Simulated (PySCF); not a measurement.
**Pm²⁺ (promethium, charge +2) across methods**

[Xe] 4f4 6p1, one real determinant (an excited configuration). Computed with PySCF 2.14 in cc-pVDZ-X2C (8s7p5d3f1g, 84 functions), with scalar relativity by spin-free X2C-1e.

| method | E (hartree) | mean ε 5p β (eV) | mean ε 4f α (eV) | mean ε 6p α (eV) | Σ⟨r²⟩ (bohr²) | ⟨S²⟩ |
| --- | --- | --- | --- | --- | --- | --- |
| UHF | -10015.34386 | -47.225 | -37.030 | -13.884 | 57.58 | 8.753 |
| PBE | -10018.64 | -41.177 | -26.078 | -12.615 | 55.99 | 8.751 |
| LDA | -10011.08 | -41.391 | -26.122 | -12.582 | 55.76 | 8.751 |
| PBE0 | -10018.64 | -43.036 | -29.019 | -13.044 | 56.19 | 8.751 |
| r2SCAN | -10019.01 | -41.780 | -26.746 | -12.593 | 56.06 | 8.753 |

⟨L²⟩ = 36.02 against 56 for a pure K term, so this real determinant mixes terms. Spin-orbit coupling, absent here, splits the open shell strongly.
